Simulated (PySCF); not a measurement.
Al(H)2(SMe), SMILES C[S][AlH2] (CH5AlS), B3LYP/def2-SVP optimised geometry. Atoms within 1.6 Å of the plane z = 0.8 Å (x, y, z in Å): Al1 (-0.27, 1.26, 0.00), H2 (-1.17, 2.55, 0.00), H3 (1.32, 1.26, 0.00), S4 (-1.32, -0.66, 0.00), C5 (0.03, -1.92, 0.00), H7 (-0.08, -2.55, 0.89), H8 (1.03, -1.46, 0.01).

Method: B3LYP/def2-TZVP in PySCF 2.14.0.

Map of the LUMO amplitude (bohr^(-3/2)) on the plane z = 0.8 Å; orbital energy -1.47 eV, overall sign arbitrary:

```
|44444444444444444444444444444|
|44444444444444444444444444444|
|44444444444444444444444444444|
|44444444444444444444444444444|
|44444444444455554444444444444|
|44444444445555555544444444444|
|44444444455566655554444444444|
|44444444556677766555444444444|
|44444444556788877655444444444|
|44444444556789987655444444444|
|44444444556899998765544444444|
|44444444556789998765544444444|
|44444444455678887655444444444|
|44444444444567776655444444444|
|44444443333445665554444444444|
|44444433211234555544444444444|
|44444333200023444444444444444|
|44444333210023444444444444444|
|44444433221123444444444444444|
|44444433322233444444444444444|
|44444443333334444444444444444|
|44444444333444544444444444444|
|44444444444444444444444444444|
|44444444444444444444444444444|
|44444444444444444444444444444|
|44444444444444444444444444444|
|44444444444444444444444444444|
|44444444444444444444444444444|
|44444444444444444444444444444|
```
Scale: ten equal steps from -0.083 (start of '0') to 0.110 (end of '9'), in the order '0123456789'; x runs from -5.00 to 5.00, y from -5.00 (bottom) to 5.00 (top).
